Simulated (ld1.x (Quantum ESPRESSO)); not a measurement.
## Ranking RRKJ potentials for zirconium (Zr)

All share these settings but for the change named:

```
Element                 : Zr (Z = 40)
Generator               : ld1.x (Quantum ESPRESSO) 7.5
Type                    : norm-conserving RRKJ (Kleinman–Bylander form)
Functional              : PBE
Relativity              : scalar-relativistic
Frozen core             : [Kr]
Valence charge          : 4
Reference configuration : 4d2 5s0.5 5p0 (charge +1.5)
Partial waves           : 5p (bound, empty): rc 2.95 bohr; 4d (bound): rc 2.65 bohr; 5s (bound): rc 3.05 bohr
Local potential         : the s channel
Core correction         : none
rho0                    : 0.01
```

Test errors are all-electron minus pseudo excitation energies from the reference, over 4d2 5s2 5p0; 4d2 5s1 5p0; 4d2 5s0 5p0; 4d3 5s1 5p0; 4d1 5s2 5p0; 4d1 5s2 5p1; 4d2 5s0 5p1. None of these files shows a bound ghost.

The base gives 251.7 meV.

Of 10 variants that were run, those that failed, showed a ghost or another fault, or gave nearly equal values are left out.

A variant can come out equal or close to the base, since the largest error may sit in a test that the change hardly touches while other tests move.

Question: Rank these variants by their largest absolute test error, smallest first.
A. wave 4d (bound): rc 2.65 bohr becomes 4d (bound): rc 1.62 bohr
B. functional PBEsol
C. wave 5s (bound): rc 3.05 bohr becomes 5s (bound): rc 3.84 bohr
D. core correction a·sin(br)/r model core inside 2.46 bohr

Answer: D (55.0 meV), B (117.4 meV), A (186.4 meV), C (262.1 meV).
